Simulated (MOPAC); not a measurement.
Input file for MOPAC: PM7 on CH4OPb (SMILES C[O][PbH]), a point of a bond scan (R = 5.071 Å).

```
PM7 1SCF PRECISE CHARGE=0 THREADS=1
CH4OPb

Pb    -0.18088400 1    -0.24647814 1     0.34040536 1
H     -3.00808821 1    -1.58394903 1    -3.65178267 1
O      1.00528976 1     1.06933301 1    -0.77910563 1
C      0.89711151 1     1.34866124 1    -2.15568911 1
H      0.71053154 1     2.41844853 1    -2.30633806 1
H      1.83700100 1     1.10003060 1    -2.66238683 1
H      0.08796474 1     0.78793494 1    -2.63935184 1
```

Program output:

```
*******************************************************************************
 **                                                                           **
 **                              MOPAC v23.2.5                                **
 **                                                                           **
 *******************************************************************************
 ** MOPAC's Digital Object Identifier: https://doi.org/10.5281/zenodo.6511958 **
 **                                                                           **
 ** Please cite the open-source release paper for use of this MOPAC version:  **
 ** J. E. Moussa and J. J. P. Stewart (2026)                                  **
 ** MOPAC: An open-source semiempirical molecular orbital program             **
 ** J. Open Source Softw., 11(119), 8025, https://doi.org/10.21105/joss.08025 **
 *******************************************************************************

                              PM7 CALCULATION RESULTS

 *******************************************************************************
 *  PM7        - The PM7 Hamiltonian to be used
 *
 *
 *
 *                 CHARGE ON SYSTEM = 0
 *
 *
 *
 *  PRECISE    - TIGHTER CRITERIA TO BE USED
 *  1SCF       - DO 1 SCF AND THEN STOP
 *  THREADS=1  - MULTI-THREADING NOT USED
 *  T=         - A TIME OF 172800.0 SECONDS REQUESTED
 *  DUMP=N     - RESTART FILE WRITTEN EVERY 7200.0 SECONDS REQUESTED
 *******************************************************************************
PM7 1SCF PRECISE CHARGE=0 THREADS=1
 CH4OPb

   ATOM   CHEMICAL          X               Y               Z
  NUMBER   SYMBOL      (ANGSTROMS)     (ANGSTROMS)     (ANGSTROMS)

     1      Pb         -0.18088400  *  -0.24647814  *   0.34040536  *
     2       H         -3.00808821  *  -1.58394903  *  -3.65178267  *
     3       O          1.00528976  *   1.06933301  *  -0.77910563  *
     4       C          0.89711151  *   1.34866124  *  -2.15568911  *
     5       H          0.71053154  *   2.41844853  *  -2.30633806  *
     6       H          1.83700100  *   1.10003060  *  -2.66238683  *
     7       H          0.08796474  *   0.78793494  *  -2.63935184  *



          CARTESIAN COORDINATES

    NO.       ATOM           X           Y           Z

     1        Pb         -0.1809     -0.2465      0.3404
     2         H         -3.0081     -1.5839     -3.6518
     3         O          1.0053      1.0693     -0.7791
     4         C          0.8971      1.3487     -2.1557
     5         H          0.7105      2.4184     -2.3063
     6         H          1.8370      1.1000     -2.6624
     7         H          0.0880      0.7879     -2.6394

 General Reference for PM7:
 "Optimization of Parameters for Semiempirical Methods VI: More Modifications to the
 NDDO Approximations and Re-optimization of Parameters", J. J. P. Stewart, J. Mol. Mod., 1:32, 19 (2013)
 https://link.springer.com/article/10.1007/s00894-012-1667-x

           Empirical Formula: C H4 O Pb  =     7 atoms



      MOLECULAR POINT GROUP   :   Cs


      RHF CALCULATION, NO. OF DOUBLY OCCUPIED LEVELS = 9



 ALL CONVERGERS ARE NOW FORCED ON
 SHIFT=10, PULAY ON, CAMP-KING ON
 AND ITERATION COUNTER RESET



 -------------------------------------------------------------------------------
 PM7 1SCF PRECISE CHARGE=0 THREADS=1
 CH4OPb



     1SCF WAS SPECIFIED, SO BFGS WAS NOT USED
     SCF FIELD WAS ACHIEVED


                              PM7 CALCULATION
                                                       MOPAC v23.2.5 Linux




          FINAL HEAT OF FORMATION =        121.55512 KCAL/MOL =     508.58661 KJ/MOL


          COSMO AREA              =        128.49 SQUARE ANGSTROMS
          COSMO VOLUME            =        104.14 CUBIC ANGSTROMS

          IONIZATION POTENTIAL    =          5.131504 EV
          HOMO LUMO ENERGIES (EV) =         -5.132 -2.297
          NO. OF FILLED LEVELS    =          9
          MOLECULAR WEIGHT        =        239.2420         POINT GROUP:  Cs

          MOLECULAR DIMENSIONS (Angstroms)

            Atom       Atom       Distance
            H     5    H     2     5.62650
           Pb     1    H     6     3.52506
            H     2    H     6     1.65312


          SCF CALCULATIONS        =          1





   ATOM   CHEMICAL          X               Y               Z
  NUMBER   SYMBOL      (ANGSTROMS)     (ANGSTROMS)     (ANGSTROMS)

     1      Pb         -0.18088400  *  -0.24647814  *   0.34040536  *
     2       H         -3.00808821  *  -1.58394903  *  -3.65178267  *
     3       O          1.00528976  *   1.06933301  *  -0.77910563  *
     4       C          0.89711151  *   1.34866124  *  -2.15568911  *
     5       H          0.71053154  *   2.41844853  *  -2.30633806  *
     6       H          1.83700100  *   1.10003060  *  -2.66238683  *
     7       H          0.08796474  *   0.78793494  *  -2.63935184  *

                             CARTESIAN COORDINATES

   1   Pb       -0.180884000    -0.246478140     0.340405360
   2    H       -3.008088210    -1.583949030    -3.651782670
   3    O        1.005289760     1.069333010    -0.779105630
   4    C        0.897111510     1.348661240    -2.155689110
   5    H        0.710531540     2.418448530    -2.306338060
   6    H        1.837001000     1.100030600    -2.662386830
   7    H        0.087964740     0.787934940    -2.639351840


           Empirical Formula: C H4 O Pb  =     7 atoms



      MOLECULAR POINT GROUP   :   Cs


                  EIGENVALUES
 -26.45919 -22.49946 -16.96858 -14.08530 -14.00647 -13.71577  -9.76396  -9.42094
  -5.13150  -2.29729  -0.44909   0.76463   5.10529   6.15837   6.27557   6.91744


              NET ATOMIC CHARGES AND DIPOLE CONTRIBUTIONS

  ATOM NO.   TYPE          CHARGE      No. of ELECS.   s-Pop       p-Pop
    1         Pb           0.544248        3.4558     1.97397     1.48178
    2          H          -0.074106        1.0741     1.07411
    3          O          -0.668999        6.6690     1.89678     4.77222
    4          C          -0.116481        4.1165     1.06461     3.05187
    5          H           0.110839        0.8892     0.88916
    6          H           0.110841        0.8892     0.88916
    7          H           0.093659        0.9063     0.90634
 DIPOLE           X         Y         Z       TOTAL
 POINT-CHG.    -1.739    -2.044     2.067     3.387
 HYBRID         0.180     0.191    -0.138     0.296
 SUM           -1.559    -1.853     1.929     3.096


          ATOMIC ORBITAL ELECTRON POPULATIONS

     Atom    s        px        py        pz
    1 Pb   1.97397   0.44395   0.27799   0.75984
    2  H   1.07411
    3  O   1.89678   1.73624   1.75475   1.28123
    4  C   1.06461   1.11583   1.10622   0.82982
    5  H   0.88916
    6  H   0.88916
    7  H   0.90634

 **********************
 *                    *
 * JOB ENDED NORMALLY *
 *                    *
 **********************




 == MOPAC DONE ==
```

The run finished.

Cost: roughly 0.19 core-seconds.
